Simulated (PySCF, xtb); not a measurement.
C3H10OSi2, SMILES [SiH3][C@@H]1OC[Si@@H]1C.

GFN2-xTB in xtb at its own geometry gives an orbital gap of 4.11 eV and a dipole moment of 2.76 D.

Geometry optimised at PBE0-D3(BJ)/def2-SVP. The structure was generated by enumeration; whether it is a known compound was not checked.

### Question
What does PBE/def2-TZVP run with PySCF give? (Estimate from the structure and the level; the computed values follow.)

### Answer
gap 4.94 eV (levels -5.53 and -0.60 eV), dipole 2.10 D.
